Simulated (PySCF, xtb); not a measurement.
C2H6AlFO2, SMILES [O](C)[Al]([F])[O]C. One conformer was computed; it need not be the lowest.

Harmonic wavenumbers (cm⁻¹) from GFN2-xTB (xtb) at its own minimum, in rising order: 64, 69, 81, 103, 120, 166, 210, 234, 297, 521, 759, 819, 1132, 1134, 1135, 1139, 1194, 1200, 1412, 1414, 1471, 1471, 1478, 1478, 2955, 2956, 2957, 2958, 2970, 2972.

### Question
What does PBE-D3(BJ)/def2-SVP (PySCF) give at its own minimum? (The exact figures need the calculation; the answer reports its results.)

### Answer
63, 66, 70, 81, 105, 110, 249, 268, 286, 572, 799, 896, 1140, 1141, 1146, 1147, 1209, 1210, 1422, 1423, 1425, 1426, 1433, 1434, 2915, 2917, 2993, 2994, 2998, 2998. Paired by order, the mean absolute difference is 27 cm⁻¹ and the zero-point energies are 52.7 and 52.8 kcal/mol.
